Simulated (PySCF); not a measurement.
**Correlation energy of Sb+ (antimony, charge +1)**

[Kr] 4d10 5s2 5p2, high-spin 3P determinant. Calculation: PySCF 2.14, in def2-TZVP with the def2 core potential (28 electrons) (6s5p3d2f, 50 functions); a scalar-relativistic core potential. Frozen: 4s2 4p6 4d10; 4 electrons correlated.

MP2 pair energies summed by pair of shells (mhartree):

| pair | energy | share (%) |
| --- | --- | --- |
| 5s-5p | -27.99 | 61.4 |
| 5s-5s | -13.20 | 29.0 |
| 5p-5p | -4.37 | 9.6 |

Total MP2 correlation energy: -45.56 mhartree.

Same-spin part -7.54 and opposite-spin part -38.02 mhartree; SCS-MP2 scales them by 1/3 and 6/5 to -48.14 mhartree.

```tsv
level	correlation energy (mhartree)
CCSD	-58.76
(T)	-1.38
CCSD(T)	-60.14
```

Diagnostics: T1 = 0.0074, D1 = 0.0200, largest double amplitude 0.091.

Cost of the coupled-cluster step: 0.76 s of wall time on 1 thread of Neoverse-V2 (shared host), for 4 correlated electrons.
